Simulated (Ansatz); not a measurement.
K2O2⁻. The state is a quartet with charge -1. Geometry r2SCAN-D4/def2-TZVPD; atoms count from 1.

```csv
atom,x (Å),y (Å),z (Å)
K1,1.4062,-1.9139,-0.8258
K2,-1.4056,1.9143,0.8260
O3,0.0009,0.2667,-0.6167
O4,-0.0015,-0.2671,0.6166
```

The structure holds 1 bond(s) between oxygen atoms. The highest occupied level of the charge -1 quartet lies above zero (up to 0.11 eV). It is a level of α spin, whose loss leaves a triplet; that state wasn't run at this geometry and level. The electron is either unbound and held by the finite basis, or the level is raised by self-interaction error. The structure comes from a short search, and lower isomers may exist.

Problem. Estimate the Mulliken populations from the PBE0/def2-TZVPD orbitals of Ansatz.

Solution. 
```
atom  charge (e)  spin (α − β)
  K1        0.01          0.96
  K2        0.01          0.96
  O3       -0.51          0.54
  O4       -0.51          0.54
```
Mulliken values and Mayer orders depend strongly on the basis. With diffuse functions, as here, like atoms can get unlike values, and bond orders can come out too low or too high.

Problem. Where does the spin sit?

Solution. Summed by element: K 1.93, O 1.07, of 3 unpaired in all. Largest on single atoms: K1 0.96, K2 0.96, O3 0.54.

Problem. And the Mayer bond orders between bonded heavy atoms (over 0.3)?

Solution. O3–O4 0.87 (1.34 Å).
